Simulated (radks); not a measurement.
Species: Ta XXXIV. Configuration: [Kr] 4d2 5s2 (not the ground configuration).

Method: scalar-relativistic Kohn-Sham, LDA (Slater exchange, Perdew-Wang correlation), spin-unpolarised, spherical densities, finite nucleus; Fermi nuclear charge, rms radius 5.3507 fm; computed with a radial shooting solver on a logarithmic mesh with Libxc functionals.

Energy parts (eV):
total: -407261.20
kinetic: 449056.50
electron-nucleus: -949223.03
Hartree: 99722.03
exchange-correlation: -6816.71

Orbitals (lengths in bohr, moments of r in powers of bohr; <r^-3> diverges for s and p1/2):
| orbital | occ. | eigenvalue (eV) | <r^2> | <r^-3> |
|---|---|---|---|---|
| 1s | 2 | -68651.80 | 0.0004795 | - |
| 2s | 2 | -12933.59 | 0.007380 | - |
| 2p | 6 | -11510.75 | 0.006082 | 18730 |
| 3s | 2 | -3983.613 | 0.04718 | - |
| 3p | 6 | -3559.501 | 0.04757 | 4247 |
| 3d | 10 | -3072.087 | 0.03912 | 550.7 |
| 4s | 2 | -1722.346 | 0.1965 | - |
| 4p | 6 | -1567.082 | 0.2105 | 1296 |
| 4d | 2 | -1378.623 | 0.2136 | 161.7 |
| 4f | 0 | -1186.772 | 0.1873 | 37.87 |
| 5s | 2 | -946.9186 | 0.5997 | - |
| 5p | 0 | -878.3867 | 0.6498 | 531.1 |
| 6s | 0 | -599.2680 | 1.443 | - |

The highest occupied level is 5s at -946.92 eV. The configuration is held as typed, so some empty levels lie below it. Summed over all electrons, <r^2> = 4.106 bohr^2, which gives a Langevin (diamagnetic) susceptibility term of -3.25 x 10^-6 cm^3/mol. The electron density at the nucleus is 1.394e+06 e/bohr^3 (large components only).
